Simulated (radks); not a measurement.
The numbers below are computed, except where a source is named.
Q: The gallium ion Ga2+, [Ar] 3d10 4s1. Code: a radial shooting solver on a logarithmic mesh with Libxc functionals. Model: non-relativistic Kohn-Sham, exchange-only LDA, spin-polarised, spherical densities, point nucleus. Every spin shell is full or empty, so the densities are truly spherical. Functionals are evaluated on that one density, not self-consistently. Rank these exchange functionals by their error against the exact value of the orbitals, and give that value: LDA, B88, revPBE, RPBE, PW91, PW86, OPTX, AM05, SOGGA, B86b, EV93, TPSS, SCAN, MVS.

A: Exact: -72.8716 hartree. From best to worst, with 100 (|E| - |E exact|)/|E exact| (equal figures are ties): revPBE +0.03, RPBE +0.11, MVS +0.16, TPSS +0.19, PW91 +0.25, B88 +0.31, B86b +0.32, PW86 +0.36, SCAN +0.40, EV93 +0.40, OPTX +0.98, SOGGA -2.46, AM05 -5.16, LDA -5.68.
